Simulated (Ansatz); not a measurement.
The inner images of a band of ClF₃GeH₃N (9 atoms, charge 0, multiplicity 1) are given out of order.

Theory: RKS PBE/def2-SVP (Ansatz).

Initial state:

```xyz
9
Properties=species:S:1:pos:R:3
Ge -0.080 0.026 0.200
Cl 0.583 -0.298 2.252
F 1.494 0.086 -0.564
F -0.589 1.640 -0.280
F -0.687 -1.347 -0.718
N -2.127 -0.023 0.990
H -2.603 -0.857 0.621
H -2.617 0.823 0.666
H -2.130 -0.049 2.018
```

Final state:

```xyz
9
Properties=species:S:1:pos:R:3
Ge -0.556 0.074 -0.499
Cl -0.315 0.234 3.622
F 0.982 -0.575 -0.067
F -0.404 1.776 -0.761
F -0.972 -0.673 -2.009
N -1.787 -0.205 0.827
H -2.239 -1.127 0.765
H -2.514 0.524 0.824
H -0.952 -0.028 2.485
```

Problem. Put them in order from the first end to the last, with their energies above the first end.
A.
```xyz
9
Properties=species:S:1:pos:R:3
Ge -0.435 0.105 -0.115
Cl 0.051 0.671 2.607
F 0.917 -0.952 0.077
F -0.163 1.799 -0.325
F -0.991 -0.354 -1.704
N -1.943 -0.319 0.970
H -2.227 -1.305 0.856
H -2.750 0.277 0.728
H -1.215 0.078 2.092
```
B.
```xyz
9
Properties=species:S:1:pos:R:3
Ge -0.244 0.217 0.086
Cl 0.318 0.750 2.260
F 1.028 -0.971 -0.026
F -0.124 1.876 -0.435
F -1.054 -0.326 -1.398
N -1.984 -0.336 1.040
H -2.226 -1.325 0.884
H -2.780 0.251 0.753
H -1.689 -0.137 2.021
```
C.
```xyz
9
Properties=species:S:1:pos:R:3
Ge -0.103 0.073 0.179
Cl 0.537 0.014 2.289
F 1.490 -0.287 -0.450
F -0.408 1.731 -0.276
F -0.904 -0.963 -1.010
N -2.103 -0.108 1.023
H -2.462 -1.028 0.732
H -2.728 0.617 0.647
H -2.074 -0.048 2.051
```
D.
```xyz
9
Properties=species:S:1:pos:R:3
Ge -0.150 0.150 0.156
Cl 0.487 0.426 2.281
F 1.337 -0.669 -0.272
F -0.264 1.819 -0.338
F -1.022 -0.589 -1.204
N -2.056 -0.236 1.043
H -2.363 -1.179 0.766
H -2.749 0.437 0.686
H -1.975 -0.158 2.068
```
E.
```xyz
9
Properties=species:S:1:pos:R:3
Ge -0.560 0.037 -0.401
Cl -0.111 0.605 3.293
F 0.829 -0.923 -0.048
F -0.167 1.717 -0.386
F -1.003 -0.348 -2.035
N -1.874 -0.293 0.832
H -2.181 -1.275 0.829
H -2.694 0.314 0.701
H -0.995 0.166 2.401
```

Solution. C (+14.6 kJ/mol), D (+32.8 kJ/mol), B (+44.9 kJ/mol), A (+113.8 kJ/mol), E (+94.4 kJ/mol).

Run time: 100 s on 4 threads of Arm Neoverse V1, with other jobs on the host, peak memory 0.19 GiB.
